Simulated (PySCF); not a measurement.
# Gas-phase XPS of `[SiH3]S[SiH2][GeH2][GeH3]`, computed

Species: Ge2H10SSi2.
Z-matrix (Å and degrees, PBE0-D3(BJ)/def2-SVP geometry), rows numbered from 1:
```
Si
S   1  2.1515
Si  2  2.1631  1   98.80
Ge  3  2.3868  2  109.36  1   -64.56
Ge  4  2.4235  3  106.56  2   -35.76
H   1  1.4934  2  110.51  3   -52.90
H   1  1.4934  2  111.12  3    67.85
H   1  1.4893  2  106.32  3  -172.68
H   3  1.4957  2  110.12  1    60.17
H   3  1.4925  2  104.88  1   177.62
H   4  1.5415  3  110.94  2    84.67
H   4  1.5424  3  109.90  2  -155.52
H   5  1.5386  4  109.49  3   -50.19
H   5  1.5411  4  110.26  3  -169.95
H   5  1.5376  4  110.20  3    69.88
```

Level of theory: delta-SCF UKS SCAN, pcX-2 on the ionised atom, pcseg-1 elsewhere, spin-free X2C (PySCF). Each binding energy is the total energy of the core-ionised species, with the hole localised on one atom, minus that of the ground state; both are solved self-consistently, so orbital relaxation is included.

Problem. Give the core binding energies atom by atom.

Solution. 
```csv
atom(s),bonded to,level,binding energy (eV),2p1/2 (eV),above the level's lowest (eV),count
Si3,"S, 2 H and Ge",Si 2p3/2,106.88,107.51,0.00,1
Si1,S and 3 H,Si 2p3/2,107.26,107.88,+0.38,1
Si3,"S, 2 H and Ge",Si 1s,1846.67,–,0.00,1
Si1,S and 3 H,Si 1s,1847.08,–,+0.41,1
S2,2 Si,S 1s,2476.38,–,0.00,1
```

Lowest listed Si 1s: Si3, bonded to S, 2 H and Ge. Highest, 0.41 eV above it: Si1, bonded to S and 3 H. Summing the Pauling electronegativity differences to the bonded atoms, each weighted by its formal bond order, gives +1.39 for the lowest site and +1.58 for the highest.

The listed Si 2p3/2 values span 0.38 eV, from Si3 (bonded to S, 2 H and Ge) to Si1 (bonded to S and 3 H).

Problem. Which photon energy gives electrons from Si 2p3/2 of Si3 a kinetic energy of 50 eV, and what is their de Broglie wavelength?

Solution. hν = 106.88 + 50 = 156.88 eV, recoil neglected; λ = 12.264 Å/√(E/eV) = 1.73 Å.

Not every level is listed. The 2p values aren't plain energy differences: one relaxed spin-free 2p hole is combined with a matrix within the shell (ground-state 2p orbital-energy differences and spin–orbit coupling). 2p3/2, the mean of its two sublevels, lies a third of the splitting below the shell's mean and 2p1/2 two thirds above it; the statistical areas are 2:1. 2p1/2 minus 2p3/2 (ligand field included): Si 0.62 eV. No level of germanium is listed. Geometry: PBE0-D3(BJ)/def2-SVP, one conformer, isolated molecule.
